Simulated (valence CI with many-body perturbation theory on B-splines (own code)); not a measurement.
# Level structure of Br⁴⁺

Calculated by relativistic CI+MBPT: three valence electrons over a frozen Dirac-Fock core [Ar] 3d10, radial functions for each j: 11 s, 11 p, 10 d, 8 f, 5 g, 2 h, with the one-electron correlation potential Σ1, the two-electron term Σ2, the three-electron term Σ3, Breit, model QED; selected CI, second order for the rest, scaled by the run's own slope (own B-spline code, finite nucleus).

Against 8 measured levels this calculation errs by 76 cm⁻¹ on average and by 221 at most. These come from a selection out of Moore, Atomic Energy Levels, vol. II, NSRDS-NBS 35 (1971 reprint of NBS Circular 467, 1952), an old analysis. Levels without a partner in it may be off by more.

Levels 46 to 90 of 140, with energies above the lowest level, 4s2 4p 2P°_1/2. "Leading %" is the weight of the configuration and term that name the level; weights of strongly mixed levels are sums over their largest components and can fall short. Lifetimes count E1, E2, E3, M1 and M2 decay at the calculated energies, and are blank where another channel may lead or the interval is too uncertain; long ones can be off by a factor of two.

```csv
No.,Configuration,Term,J,E (cm⁻¹),Leading %,Lifetime,Second component,g
46,4s 4p 5s,2P°,1/2,327280,59,68.8 ps,31 % 4s 4p 4d 2P°,0.675
47,4s 4p 5s,2P°,3/2,330050,78,78.5 ps,8 % 4s 4p 4d 2P°,1.333
48,4s 4p 4d,2F°,7/2,335130,71,43.7 ps,18 % 4s2 4f 2F°,1.144
49,4s 4p 4d,2F°,5/2,335810,70,42.1 ps,17 % 4s2 4f 2F°,0.863
50,4s 4p 4d,2D°,3/2,338230,72,33.3 ps,11 % 4s 4p 4d 2P°,0.886
51,4s 4p 4d,2P°,1/2,338670,86,45.3 ps,4 % 4s2 6p 2P°,0.665
52,4s 4p 4d,2D°,5/2,339380,84,32.2 ps,9 % 4p3 2D°,1.194
53,4s 4p 4d,2P°,3/2,339780,74,43.3 ps,8 % 4s 4p 4d 2D°,1.266
54,4s2 6p,2P°,1/2,345590,87,225 ps,4 % 4s 4p 5s 2P°,0.666
55,4s2 6p,2P°,3/2,346660,86,247 ps,7 % 4s 4p 5s 2P°,1.334
56,4s 4p 5p,4D,1/2,354190,71,450 ps,24 % 4s 4p 5p 2P,0.192
57,4s 4p 5p,4D,3/2,355960,78,455 ps,17 % 4s 4p 5p 2P,1.232
58,4s 4p 5p,2P,1/2,358510,67,404 ps,22 % 4s 4p 5p 4D,0.644
59,4s 4p 5p,2P,3/2,358550,55,420 ps,18 % 4s 4p 5p 4P,1.417
60,4s 4p 5p,4D,5/2,358760,89,486 ps,7 % 4s 4p 5p 4P,1.386
61,4s 4p 5p,4P,1/2,360020,89,566 ps,,2.511
62,4s 4p 5p,4P,3/2,361930,69,514 ps,15 % 4s 4p 5p 2P,1.626
63,4s 4p 5p,4D,7/2,362660,97,478 ps,,1.429
64,4s 4p 5p,4P,5/2,364200,85,560 ps,7 % 4s 4p 5p 4D,1.564
65,4s 4p 5s,2P°,1/2,365340,90,53.1 ps,,0.668
66,4s 4p 5s,2P°,3/2,365470,90,56.2 ps,,1.335
67,4s 4p 5p,2D,3/2,365990,67,452 ps,25 % 4s 4p 5p 4S,1.141
68,4s 4p 5p,4S,3/2,367300,61,484 ps,21 % 4s 4p 5p 2D,1.653
69,4s2 5f,2F°,7/2,369020,90,157 ps,5 % 4s 4p 4d 2F°,1.143
70,4s2 5f,2F°,5/2,369100,90,151 ps,5 % 4s 4p 4d 2F°,0.857
71,4s 4p 5p,2D,5/2,369590,85,454 ps,6 % 4s2 6d 2D,1.223
72,4s2 5g,2G,7/2,369780,96,382 ps,,0.889
73,4s2 5g,2G,9/2,369790,96,381 ps,,1.111
74,4s2 6d,2D,3/2,374480,92,1.38 ns,,0.800
75,4s2 6d,2D,5/2,374890,88,1.43 ns,9 % 4s 4p 5p 2D,1.201
76,4s 4p 5p,2S,1/2,376930,91,492 ps,,1.983
77,4s2 7s,2S,1/2,380830,94,200 ps,,2.002
78,4s2 7p,2P°,1/2,391050,96,1.31 ns,,0.666
79,4s2 7p,2P°,3/2,391490,96,1.29 ns,,1.334
80,4s 4p 4f,2F,5/2,391900,51,484 ps,40 % 4p2 4d 2F,0.865
81,4s 4p 4f,4F,3/2,392880,49,1.38 ns,45 % 4p2 4d 4F,0.416
82,4s 4p 4f,2F,7/2,393480,49,459 ps,31 % 4p2 4d 2F,1.143
83,4s 4p 4f,4F,5/2,393560,51,1.17 ns,40 % 4p2 4d 4F,1.033
84,4s 4p 4f,4F,7/2,394590,50,1.03 ns,35 % 4p2 4d 4F,1.227
85,4s 4p 4f,4F,9/2,396030,58,1.03 ns,35 % 4p2 4d 4F,1.326
86,4s 4p 4f,2G,7/2,401120,41,814 ps,22 % 4p2 4d 2G,0.918
87,4s2 6f,2F°,7/2,401990,96,553 ps,,1.143
88,4s2 6f,2F°,5/2,402010,96,537 ps,,0.857
89,4s 4p 5p,2D,3/2,402200,61,146 ps,26 % 4s2 7d 2D,0.816
90,4s2 6g,2G,9/2,402710,51,1.22 ns,19 % 4s 4p 4f 2G,1.115
```

Names give the largest LS component (configuration and term), which can be under half, so a name can repeat, a term be missing and a line seem to break the LS rules; names also repeat where a configuration has a term twice.

Where two levels of one J and parity lie close, their mixing, g and order are uncertain.
